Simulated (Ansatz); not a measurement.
Born–Oppenheimer molecular dynamics of CH10OSSi2 (15 atoms, charge 0, multiplicity 1). It starts from a rough guess of a transition structure, not a stationary point.

Method: UKS PBE-D4/STO-3G (Ansatz 0.2.0).

- ensemble: NVE (velocity Verlet)
- time step: 0.5 fs
- steps asked: 150
- starting velocities drawn for: 300 K
- seed: 346645

First frame:

```xyz
15
Properties=species:S:1:pos:R:3
Si -0.750 -0.661 -0.756
S 0.565 -2.463 0.424
H -1.202 -1.700 -1.720
H -2.013 -0.472 -0.035
Si 0.703 0.736 -1.890
H 0.610 -0.857 1.216
O 0.097 0.263 0.896
C -0.569 0.902 1.949
H 1.688 -2.200 -0.229
H 2.105 0.595 -1.472
H 0.334 2.143 -1.720
H 0.662 0.467 -3.332
H -1.099 1.769 1.548
H 0.159 1.242 2.689
H -1.291 0.238 2.433
```

Problem. How far do the bonds stretch over the last three quarters of this one trajectory? (Pairs bonded in most of those frames.)

Solution. 
```json
{"bond": "Si1–S2", "mean (Å)": "2.189", "spread (Å)": "0.056", "shortest": "2.10", "longest": "2.30"}
{"bond": "Si1–H3", "mean (Å)": "1.468", "spread (Å)": "0.009", "shortest": "1.45", "longest": "1.48"}
{"bond": "Si1–H4", "mean (Å)": "1.459", "spread (Å)": "0.012", "shortest": "1.44", "longest": "1.48"}
{"bond": "Si1–Si5", "mean (Å)": "2.261", "spread (Å)": "0.072", "shortest": "2.17", "longest": "2.41"}
{"bond": "S2–H9", "mean (Å)": "1.376", "spread (Å)": "0.045", "shortest": "1.31", "longest": "1.44"}
{"bond": "Si5–H10", "mean (Å)": "1.461", "spread (Å)": "0.027", "shortest": "1.42", "longest": "1.50"}
{"bond": "Si5–H11", "mean (Å)": "1.458", "spread (Å)": "0.048", "shortest": "1.39", "longest": "1.53"}
{"bond": "Si5–H12", "mean (Å)": "1.460", "spread (Å)": "0.004", "shortest": "1.45", "longest": "1.47"}
{"bond": "H6–O7", "mean (Å)": "1.089", "spread (Å)": "0.075", "shortest": "0.96", "longest": "1.20"}
{"bond": "O7–C8", "mean (Å)": "1.470", "spread (Å)": "0.055", "shortest": "1.38", "longest": "1.55"}
{"bond": "C8–H13", "mean (Å)": "1.114", "spread (Å)": "0.015", "shortest": "1.08", "longest": "1.14"}
{"bond": "C8–H14", "mean (Å)": "1.119", "spread (Å)": "0.017", "shortest": "1.08", "longest": "1.15"}
{"bond": "C8–H15", "mean (Å)": "1.120", "spread (Å)": "0.036", "shortest": "1.06", "longest": "1.17"}
```

Mean temperature of the second half: 597 K. The conserved energy stayed within 0.25 meV per atom of its start (net change -0.22 meV per atom), so the integration is sound. The system heated up, since it started high on the potential surface and ran downhill. A run of 0.075 ps of so small a system gives no equilibrium averages. The orbitals stay closed-shell, which can raise the energy where a bond breaks towards radicals; this wasn't checked here. Limits of this set-up: minimal basis.

Time of the run: 14 min on 1 thread of Arm Neoverse V1, on a shared host, peak memory 0.13 GiB.
